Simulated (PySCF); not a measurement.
Correlation energy of K³⁺ (potassium, charge +3)

[Ne] 3s2 3p4, high-spin 3P determinant. Calculation: PySCF 2.14, in cc-pVDZ-X2C; the spin-free X2C one-electron Hamiltonian (Gaussian nucleus). Frozen: [Ne] 3s2; 4 electrons correlated.

Total MP2 correlation energy: -0.80 mhartree.

Same-spin part -0.32 and opposite-spin part -0.48 mhartree; SCS-MP2 scales them by 1/3 and 6/5 to -0.68 mhartree.

```tsv
level	correlation energy (mhartree)
CCSD	-0.84
(T)	0.00
CCSD(T)	-0.84
```

Diagnostics: T1 = 0.00016, D1 = 0.0003, largest double amplitude 0.005.

Q: Is a single reference adequate?

A: Yes: T1 lies below 0.03 and no double amplitude reaches 0.07.
